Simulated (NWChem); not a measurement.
Molecule: SiCl2F2; SMILES F[Si](F)(Cl)Cl

```xyz
5

F      0.0000     1.2886    -1.2669
Si     0.0000     0.0000    -0.3235
F      0.0000    -1.2886    -1.2669
Cl     1.6729     0.0000     0.8070
Cl    -1.6729     0.0000     0.8070
```
Atoms are numbered in this order, from 1.

All runs: NWChem. Pople sets run with spherical d functions. STO-3G and 3-21G are far too small for this property and stand as cheap habits. The geometry was optimised at PBE0/def2-SVP. Field at 589 nm.

```tsv
level	isotropic polarisability (bohr³)	anisotropy (bohr³)
B3LYP/STO-3G	17.9	13.7
B3LYP/6-31G*	35.8	16.1
B3LYP/def2-SVP	33.9	14.5
B3LYP/def2-SVPD	50.6	14.6
B3LYP/aug-cc-pVDZ	?	?
```

Some entries are withheld; supply them.


- B3LYP/aug-cc-pVDZ, isotropic polarisability (bohr³): 50.1
- B3LYP/aug-cc-pVDZ, anisotropy (bohr³): 15.2
